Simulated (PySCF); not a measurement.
B3LYP has the VWN-RPA correlation part, as in Gaussian. Delta-SCF ions had no search for a lower state. Excitations are Tamm–Dancoff values on a coarser integration grid. The basis has no diffuse functions, so Rydberg states are missing or too high.

# C$_{2}$H$_{5}$B, SMILES `C(/C)=B\[H]` (charge 0, multiplicity 1)

Method: PySCF with B3LYP-D3(BJ)/def2-TZVP // PBE0-D4/def2-TZVP.

The HOMO is -6.07 eV. The dipole moment is 0.20 D, the HOMO–LUMO gap is 4.49 eV and the LUMO is -1.58 eV. The S1 excitation (TDA) is 2.92 eV and the S1 oscillator strength is 0.000. The brightest of the four lowest singlets (TDA) comes out as 6.49 eV, the T1 excitation (TDA) is 2.51 eV and the S1–T1 gap (TDA) is 0.41 eV. The vertical ionisation energy (Delta-SCF) comes out as 8.64 eV. The total energy is -2831.35 eV and the cost is very roughly 40 core-seconds.

```xyz
8

B      1.6305    -0.1113     0.0581
C      0.3630     0.3754    -0.1684
C     -1.0061    -0.1838     0.0785
H      2.7366    -0.4724     0.2269
H      0.3949     1.3736    -0.6204
H     -0.9645    -1.1764     0.5284
H     -1.5810     0.4607     0.7503
H     -1.5734    -0.2658    -0.8534
```
Charge 0, spin multiplicity 1.
